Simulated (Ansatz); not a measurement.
## Ansatz (development build ahead of 0.2.0) run

```yaml
crystal:
  periodic: [false, false, false]
  atoms:
    - { symbol: Na, position_ang: [-1.24849, -1.18285, -1.19379] }
    - { symbol: Cl, position_ang: [-1.41772, -1.45145, 1.40727] }
    - { symbol: Cl, position_ang: [-1.39687, 1.38773, -1.35669] }
    - { symbol: Na, position_ang: [-1.17086, 1.21822, 1.23987] }
    - { symbol: Cl, position_ang: [1.37161, -1.38176, -1.43521] }
    - { symbol: Na, position_ang: [1.25646, -1.19487, 1.22523] }
    - { symbol: Na, position_ang: [1.22845, 1.19635, -1.25586] }
    - { symbol: Cl, position_ang: [1.43027, 1.36583, 1.42265] }
basis:
  gaussian: { orbitals: STO-3G }
hamiltonian:
  xc: hf
correlation:
  method: mp2
  frozen_orbitals: { Cl: 5, Na: 1 }
```

The input is written out in the form of the current development build from the run's settings.

Output:

```
Converged                       : yes
Reference energy                : -2458.43597 hartree
Correlation energy              : -0.16891 hartree
Total energy                    : -2458.60488 hartree
Spin squared of the determinant : 0.000
```
